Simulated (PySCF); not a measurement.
All values below come from PBE0-D3(BJ)/def2-TZVP (PySCF 2.14.0). Isolated molecules, 0 K electronic values unless said otherwise. 

Reference species (SMILES): `[SiH3]/[SiH]=[SiH]\[SiH3]` (neutral, multiplicity 1).

- LUMO = -2.10 eV
- HOMO–LUMO gap = 3.92 eV
- HOMO = -6.02 eV

Changed species: `[SiH3]/[SiH]=[SiH]/[SiH3]`.

### Question
Give the shifts of the LUMO, HOMO–LUMO gap and HOMO.

### Answer
the LUMO stays essentially unchanged; the HOMO–LUMO gap falls by 0.02 eV, to 3.90 eV; the HOMO hardly moves.
